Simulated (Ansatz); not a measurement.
A structure relaxed at r2SCAN-D4/def2-SVP in Ansatz, charge 2, singlet:

```xyz
50

Sn   -0.5733    3.4090   -0.2609
Sn    2.0264    2.3114    1.6026
Sn   -1.1436    1.8619    2.6914
Sn    3.1755   -0.5476    0.3264
Sn   -2.0714   -1.2917    2.1289
Sn   -1.1274    1.2694   -2.7584
Sn   -3.1755    0.5476   -0.3264
Sn    2.0714    1.2917   -2.1289
Sn    1.1274   -1.2694    2.7584
Sn    0.5732   -3.4090    0.2609
Sn   -2.0265   -2.3114   -1.6027
Sn    1.1435   -1.8619   -2.6914
O     0.0746    1.8280    0.9723
O    -2.0568    2.1124   -1.0601
O     0.3913    2.4594   -1.9008
O     2.7665    1.4564   -0.1981
O     2.3262    0.2616    2.0821
O    -2.5780    0.6985    1.6379
O    -0.5702   -0.1491    3.0769
O     2.5779   -0.6986   -1.6379
O     2.0568   -2.1124    1.0601
O    -2.7665   -1.4563    0.1980
O    -0.3913   -2.4593    1.9008
O    -2.3262   -0.2616   -2.0820
O     0.5702    0.1491   -3.0769
O    -0.0746   -1.8280   -0.9723
O     1.3201    4.0148    0.5229
O    -1.6852    3.5885    1.5549
O     0.7794    2.5484    3.3216
O    -1.3204   -4.0145   -0.5227
O     1.6849   -3.5886   -1.5551
O    -0.7796   -2.5480   -3.3217
H     1.7751    4.8592    0.3857
H    -2.3237    4.2775    1.7926
H     1.0385    2.8565    4.2029
H    -1.7756   -4.8586   -0.3847
H     2.3248   -4.2765   -1.7920
H    -1.0384   -2.8566   -4.2029
H    -1.0261    4.8865   -0.9703
H     3.4470    2.9978    2.2365
H    -2.0074    2.2245    4.1104
H     4.8332   -0.8453    0.4906
H    -3.1536   -1.9781    3.2341
H    -1.7166    1.9202   -4.2052
H    -4.8333    0.8451   -0.4907
H     3.1536    1.9779   -3.2342
H     1.7167   -1.9203    4.2051
H     1.0264   -4.8868    0.9693
H    -3.4464   -2.9986   -2.2370
H     2.0072   -2.2253   -4.1102
```

Question: Give its formula and point group.

Answer: Sn₁₂O₂₀H₁₈²⁺ (started as a model of: [(RSn)12O14(OH)6]2+, R = H). Point group D3d (tolerance 0.1 Å).

Question: Summarise the bond lengths by kind (pairs closer than 1.2 times the sum of covalent radii, bridged metal pairs left out).

Answer: 54 × O–Sn 2.06 to 2.14 Å; 12 × H–Sn 1.69 to 1.70 Å; 6 × H–O 0.97 Å.

In the def2 sets Sn takes a core potential; there is no spin–orbit coupling. Single mean-field runs in def2-SVP are fitted with def2-universal-jkfit.
